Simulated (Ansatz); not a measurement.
Relaxation of AlF₂H₃NO (8 atoms, charge 0, multiplicity 2), to a largest force component of 0.03 eV/Å in at most 50 steps.

Method: UKS BLYP/def2-SVP in Ansatz.

```xyz
8
Properties=species:S:1:pos:R:3
Al -0.054 -0.204 0.581
F -0.439 -1.605 1.387
O 1.220 -0.059 -0.651
H 2.085 -0.493 -0.491
N -1.476 0.194 -0.666
H -2.481 -0.041 -0.553
H -1.308 0.568 -1.620
F -0.070 0.687 1.988
```

Task: Where does it end, and by what steps?

Result: It converged. After 18 steps the energy has fallen by 0.537 eV; H6 moved furthest, 1.08 Å.

| step | energy less start (eV) | largest force component (eV/Å) | accepted |
| --- | --- | --- | --- |
| 0 | 0.0000 | 1.761 | yes |
| 1 | -0.2641 | 0.694 | yes |
| 2 | -0.4012 | 0.461 | yes |
| 3 | -0.3949 | 0.836 | no |
| 4 | -0.4183 | 0.268 | yes |
| 5 | -0.3924 | 1.392 | no |
| 6 | -0.4279 | 0.134 | yes |
| 7 | -0.4353 | 0.140 | yes |
| 8 | -0.4456 | 0.194 | yes |
| 9 | -0.4609 | 0.271 | yes |
| 10 | -0.4828 | 0.282 | yes |
| 11 | -0.4882 | 0.653 | yes |
| 12 | -0.5203 | 0.302 | yes |
| 13 | -0.4859 | 0.522 | no |
| 14 | -0.5325 | 0.119 | yes |
| 15 | -0.5358 | 0.144 | yes |
| 16 | -0.5369 | 0.063 | yes |
| 17 | -0.5370 | 0.034 | yes |
| 18 | -0.5372 | 0.004 | yes |

```xyz
8
Properties=species:S:1:pos:R:3
Al -0.101 -0.145 0.827
F -0.333 -1.692 1.450
O 1.148 -0.043 -0.456
H 1.394 -0.879 -0.899
N -1.382 0.164 -0.574
H -1.775 -0.574 -1.179
H -1.415 1.062 -1.081
F -0.061 1.156 1.887
```

Whether the end is a true minimum wasn't checked by a vibrational analysis.

The run took 62 s on 4 threads of AMD EPYC 7571, on a shared host, peak memory 0.19 GiB.
